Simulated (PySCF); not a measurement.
Where the electron goes

Species: CH9O2PSi3.
Cartesian coordinates in Å at the GFN2-xTB level; atoms count from 1:
```
atom  x, y, z in Å
O1     1.7654   -1.1498   -0.5782
C2     2.3166   -0.9081    0.4592
O3     2.1116    0.1275    1.2150
Si4    1.1180    1.4277    0.7992
P5     0.5963    1.2097   -1.3312
Si6   -1.0534   -0.3061   -1.5036
Si7   -2.1726   -0.8735    0.4552
H8     3.0737   -1.5849    0.9007
H9     2.0557    2.5342    0.9738
H10    0.1224    1.3567    1.8728
H11   -0.2021    2.3462   -1.3645
H12   -0.4258   -1.4448   -2.1764
H13   -1.9628    0.2981   -2.4985
H14   -1.3331   -1.6244    1.4044
H15   -3.3486   -1.7029    0.1669
H16   -2.6690    0.3033    1.1937
```

Method: PySCF 2.14.0, density-fitted response routines, TDDFT B3LYP/def2-SVPD, vertical, gas phase, core orbitals frozen in the response. Note that the optimisation stopped short of convergence; the values belong to its last geometry.

Frontier orbitals with the atoms that hold most of them (Löwdin shares over 4%, at most four atoms; ? is withheld):

```json
{"orbital": "HOMO-3", "ε (eV)": "-8.91", "atoms": "P5 22%, Si6 22%, Si7 17%, Si4 9%"}
{"orbital": "HOMO-2", "ε (eV)": "-8.49", "atoms": "Si6 22%, P5 18%, Si4 13%, H13 10%"}
{"orbital": "HOMO-1", "ε (eV)": "-8.25", "atoms": "?"}
{"orbital": "HOMO", "ε (eV)": "-6.88", "atoms": "P5 55%, Si6 11%, Si4 10%, Si7 7%"}
{"orbital": "LUMO", "ε (eV)": "?", "atoms": "?"}
{"orbital": "LUMO+1", "ε (eV)": "-0.64", "atoms": "Si4 29%, P5 17%, H10 10%, H9 9%"}
{"orbital": "LUMO+2", "ε (eV)": "-0.47", "atoms": "Si6 20%, P5 18%, Si7 18%, Si4 10%"}
```

(1) Which atoms hold the LUMO, and with what shares?

(2) Give the leading atoms of the HOMO-1.

(3) What is the LUMO energy, and the HOMO–LUMO gap?

## Answers

(1) C2 (bonded to 2 O and H) 33%; O1 (bonded to C) 23%; O3 (bonded to C and Si) 13%; H8 (bonded to C) 6%. By element: oxygen 36%, carbon 33%, hydrogen 6% or more.

(2) O1 (bonded to C) 55%; P5 (bonded to 2 Si and H) 10%; C2 (bonded to 2 O and H) 10%; H8 (bonded to C) 6%.

(3) ε(LUMO) = -0.79 eV; the gap is 6.10 eV (0.2241 hartree).

Q: How does S1 compare with the orbital gap of 6.10 eV?

A: S1 is at 5.24 eV (f = 0.0057), 0.86 eV below the gap, made of HOMO→LUMO (88%). Without the coupling terms of the response equations the lowest excitation would equal the gap.

Q: Give energy, strength and leading configuration of S1, S2 and S4, and follow the Löwdin shares of the leading atoms from the occupied to the empty orbital.

A: 
- S1 (5.24 eV, f 0.0057), HOMO→LUMO (88%): P5 55% → at most 6%, Si6 11% → at most 6%, C2 at most 8% → 33%, O1 at most 8% → 23%
- S2 (5.36 eV, f 0.018), HOMO→LUMO+1 (85%): P5 55% → 17%, Si6 11% → at most 10%, Si4 10% → 29%
- S4 (5.80 eV, f 0.0035), HOMO-1→LUMO (74%): O1 55% → 23%, P5 10% → at most 6%, C2 10% → 33%

Löwdin shares depend on the basis, the more so with diffuse functions.

The run took 98 s of wall time (with the writing of density and orbital grids) on one thread of an Arm Neoverse N1, shared host with 64 logical CPUs at a one-minute load of 55, and the process peaked at 0.94 GiB of memory.

One conformer stands for the species.
